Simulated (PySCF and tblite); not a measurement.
C₆H₁₀O, numbered as in [CH3:1][C@H:2]1[C@@H:3]([CH3:4])[C@@H:5]1[CH:6]=[O:7]. Level: B3LYP-D3(BJ)/def2-SVP (IEF-PCM, water)//GFN2-xTB, thermal terms from GFN2-xTB, symmetry numbers and mirror pairs counted. Conformers within 2.5 kcal/mol (GFN2-xTB free energy) were kept, 4 at most. GIAO shieldings: B97-2/pcSseg-1 (IEF-PCM, water). Couplings: B3LYP/6-31G* with pcJ-1 on H (gas phase; spin-dipole term only for pairs with B, N, F, Si or P). H–H couplings come out 0.1 to 0.9 Hz lower than with pcJ-1 on all atoms. Shifts are against TMS (¹H), TMS (¹³C) at the same level. Run with PySCF (density fitting) and tblite.

Torsions listed: C2–C5–C6–O7.

Two conformers hold nearly all the population. I: 34°; δ(H6) = 10.41 ppm. II: -145°; δ(H6) = 8.82 ppm. The average over the ensemble at 298.15 K is 9.80 ppm.

(1) What populations and free-energy difference follow from a two-state model?

## Answers

(1) p(I) = (9.80 − 8.82)/(10.41 − 8.82) = 0.62, so K = p(II)/p(I) = 0.62 and G(II) − G(I) = −RT ln K = 0.28 kcal/mol. The weights computed directly are 61.3 % and 38.7 %.
